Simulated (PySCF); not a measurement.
## Substituent chemical shifts

Parent skeleton `[SiH3:1][SiH2:2][SiH2:3][SiH3:4]`; one hydrogen on atom 1 is replaced by X. Hydrogens on one atom are averaged.

Method: shielding tensors at PBE0/pcSseg-1 (GIAO), PBE0-D3(BJ)/def2-SVP structure, in PySCF (no relativistic terms, fast rotation and ring inversion assumed for equivalent nuclei, one computed conformer, no solvent).

Shifts are taken against calculated references (same method and geometry level): ²⁹Si (σref 351.99) and ¹H (σref 31.27) vs TMS.

Parent (X = H): Si1 -102.8, Si2 -114.3, Si3 -114.3, Si4 -102.8, H(Si1) 3.67, H(Si2) 3.43, H(Si3) 3.43, H(Si4) 3.67 ppm. Effects are Δδ = δ(X) − δ(H), positive for deshielding.

(1) Give Δδ (ppm) for X = CN, B(OH)2, cBu, tBu, N-pyrrolyl, 2-pyridyl, CH2CN, CH2Cl, OCHO.

(2) Which position responds most, and to which substituents?

Results:

(1) 
```tsv
X	SMILES	Si1	Si2	Si3	Si4	H(Si1)	H(Si2)	H(Si3)	H(Si4)
CN	N#C[SiH2][SiH2][SiH2][SiH3]	+9.7	-2.4	+0.7	-1.4	+0.65	+0.15	+0.36	+0.05
B(OH)2	OB(O)[SiH2][SiH2][SiH2][SiH3]	-13.0	+2.7	-0.4	+0.6	-0.22	+0.19	+0.11	-0.21
cBu	[SiH3][SiH2][SiH2][SiH2]C1CCC1	+40.4	-4.3	-2.0	-2.0	+0.29	+0.02	+0.08	-0.02
tBu	CC(C)(C)[SiH2][SiH2][SiH2][SiH3]	+60.8	-5.0	-0.6	-2.6	+0.20	+0.06	+0.11	-0.09
N-pyrrolyl	[SiH3][SiH2][SiH2][SiH2]n1cccc1	+70.1	+8.6	-12.1	+7.8	+1.70	+0.22	-0.85	-0.08
2-pyridyl	[SiH3][SiH2][SiH2][SiH2]c1ccccn1	+32.9	+5.1	+0.0	+0.0	+1.04	+0.19	+0.08	+0.17
CH2CN	N#CC[SiH2][SiH2][SiH2][SiH3]	+43.7	+1.0	-3.4	+0.2	+0.63	-0.05	-0.04	+0.04
CH2Cl	[SiH3][SiH2][SiH2][SiH2]CCl	+45.6	-1.3	+0.7	+2.2	+0.55	+0.03	+0.23	-0.09
OCHO	O=CO[SiH2][SiH2][SiH2][SiH3]	+88.6	+4.8	-1.0	+2.8	+1.58	+0.20	+0.25	-0.13
```

(2) Si1: from -13.0 ppm with B(OH)2 to +88.6 ppm with OCHO.
